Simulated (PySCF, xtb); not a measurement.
B(H)(OH)(iPr) (C3H9BO), SMILES C(BO)(C)C.

xtb 6.7.1 with GFN2-xTB at its own geometry gives an orbital gap of 5.34 eV and a dipole moment of 1.91 D.

Geometry optimised at B3LYP-D3(BJ)/def2-SVP. This is a generated structure with no PubChem entry under its InChIKey; it may be hypothetical. The values are those of a single conformer.

**Question.** What does M06-2X/def2-TZVP (PySCF) give? (An estimate is asked for; the answer gives what the named calculation found.)

**Answer.** gap 10.26 eV (levels -9.36 and 0.90 eV), dipole 1.84 D.
